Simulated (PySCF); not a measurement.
`InChI=1S/C3H10N2Si/c6-3-1-2-4-5-3/h3-5H,1-2H2,6H3/t3-/m0/s1`

Molfile (atoms numbered from 1):
```
C3H10N2Si
     RDKit          3D

 16 16  0  0  0  0  0  0  0  0999 V2000
   -1.9984   -0.4914    0.2018 Si  0  0  0  0  0  4  0  0  0  0  0  0
   -0.3977   -0.2254   -0.8086 C   0  0  1  0  0  0  0  0  0  0  0  0
    0.3137    1.1046   -0.4705 C   0  0  0  0  0  0  0  0  0  0  0  0
    1.3026    0.6891    0.6310 C   0  0  0  0  0  0  0  0  0  0  0  0
    0.9843   -0.7249    0.8546 N   0  0  0  0  0  0  0  0  0  0  0  0
    0.5388   -1.2621   -0.3836 N   0  0  0  0  0  0  0  0  0  0  0  0
   -1.7574   -0.2527    1.6205 H   0  0  0  0  0  0  0  0  0  0  0  0
   -2.9830    0.4839   -0.2919 H   0  0  0  0  0  0  0  0  0  0  0  0
   -2.4579   -1.8550   -0.0464 H   0  0  0  0  0  0  0  0  0  0  0  0
   -0.5806   -0.3220   -1.8802 H   0  0  0  0  0  0  0  0  0  0  0  0
    0.8448    1.5036   -1.3374 H   0  0  0  0  0  0  0  0  0  0  0  0
   -0.3874    1.8617   -0.1249 H   0  0  0  0  0  0  0  0  0  0  0  0
    2.3418    0.8454    0.3012 H   0  0  0  0  0  0  0  0  0  0  0  0
    1.1499    1.2317    1.5651 H   0  0  0  0  0  0  0  0  0  0  0  0
    1.7641   -1.2627    1.2187 H   0  0  0  0  0  0  0  0  0  0  0  0
    1.3148   -1.3148   -1.0607 H   0  0  0  0  0  0  0  0  0  0  0  0
  1  2  1  0
  2  3  1  0
  3  4  1  0
  4  5  1  0
  5  6  1  0
  6  2  1  0
  1  7  1  0
  1  8  1  0
  1  9  1  0
  2 10  1  6
  3 11  1  0
  3 12  1  0
  4 13  1  0
  4 14  1  0
  5 15  1  0
  6 16  1  0
M  END
```

Theory: PySCF, GIAO HF/pcSseg-1 magnetisability, rotational g tensor and spin-rotation constants, non-relativistic, gas phase. Geometry: GFN2-xTB.

(1) Give the nuclear spin-rotation constants along the inertial axes (H = +C I·J) beside the isotropic shieldings.

(2) How do the rotational constants and the g tensor change when H7, H8, H9, H10, H11, H12, H13, H14, H15, H16 are replaced by deuterium?

Results:

(1) Rotational constants 4.8483, 2.2443, 2.0252 GHz. A star marks the isotopologue with that one atom substituted, in its own axes.
```csv
atom,isotope,Caa (kHz),Cbb (kHz),Ccc (kHz),mean (kHz),σ (ppm)
N5,14N,0.321,0.155,0.111,0.196,181.4
N6,14N,0.359,0.158,0.109,0.209,175.4
H7,1H,-0.425,-0.212,0.070,-0.189,28.3
H8,1H,-0.262,-0.013,-0.192,-0.155,28.7
H9,1H,-0.301,-0.012,-0.167,-0.160,28.4
H10,1H,-0.463,-0.269,0.064,-0.223,29.7
H11,1H,-0.393,-0.177,-0.068,-0.213,30.4
H12,1H,-0.384,-0.078,-0.166,-0.209,30.5
H13,1H,0.072,-0.248,-0.169,-0.115,29.7
H14,1H,-0.485,-0.212,0.052,-0.215,29.1
H15,1H,-0.250,-0.078,-0.234,-0.188,29.7
H16,1H,-0.239,-0.242,-0.093,-0.192,30.0
Si1,29Si*,-2.341,-1.179,-1.052,-1.524,449.4
C2,13C*,0.804,0.308,0.386,0.499,153.4
C3,13C*,0.693,0.293,0.326,0.438,165.9
C4,13C*,0.898,0.301,0.373,0.524,150.2
```
For the geometry as given, no vibrational averaging.

(2) Constants 3.8165, 1.8680, 1.7020 GHz; g -0.0192, -0.0082, -0.0089, against -0.0244, -0.0097, -0.0105 before.
